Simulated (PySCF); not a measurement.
Si(Cl)(H)2(NCO) (CH2ClNOSi), SMILES C(=O)=N[SiH2]Cl. Heavy atoms are numbered as in [SiH2:1]([Cl:2])[N:3]=[C:4]=[O:5]. Hydrogens are named by the atom that carries them.

Geometry: PBE0-D3(BJ)/def2-SVP. The values are those of a single conformer.

Computed with KT2/pcSseg-1 (PySCF).

GIAO shieldings, no solvent; atoms alike by connectivity are averaged. δ = σ(ref) − σ: ²⁹Si against TMS (σ = 361.9 ppm); ³⁵Cl against HCl (σ = 945.4 ppm); ¹⁵N against NH3 (σ = 266.2 ppm); ¹³C against TMS (σ = 185.1 ppm); ¹⁷O against H2O (σ = 330.4 ppm); ¹H against TMS (σ = 31.47 ppm), references at their B3LYP-D3(BJ)/def2-TZVP geometries, non-relativistic (without spin–orbit terms, shifts of atoms bonded to Cl or Br come out too high).

Question: Estimate the chemical shifts. (The exact figures need the calculation; the answer reports its results.)

Answer: 
| nucleus | atoms | count | δ (ppm) |
|---|---|---|---|
| ²⁹Si | Si1 (SiH2) | 1 | -39.1 |
| ³⁵Cl | Cl2 | 1 | 50.5 |
| ¹⁵N | N3 | 1 | 48.3 |
| ¹³C | C4 | 1 | 120.0 |
| ¹⁷O | O5 | 1 | 146.4 |
| ¹H | H on Si1 | 2 | 5.80 |
